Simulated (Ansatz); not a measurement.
CH5AlFNO, SMILES C[NH][Al]([OH])[F].

Geometry optimised at r2SCAN-D4/def2-SVP. The structure was generated by enumeration; whether it is a known compound was not checked. Other conformers were not sampled.

Two levels are set side by side: PBE/def2-SVPD (Ansatz, an electronic-structure program) and PBE0/def2-SVPD (Ansatz). Energy differences of separate SCF runs at the same geometry; the states with an electron removed or added have multiplicity 2 and 2. Differences are taken from unrounded values.

| quantity | PBE0 | PBE | PBE minus PBE0 |
|---|---|---|---|
| vertical ionisation energy (eV) | 9.24 | 9.10 | -0.14 |
| vertical singlet–triplet gap (eV) | 4.91 | 4.66 | -0.26 |
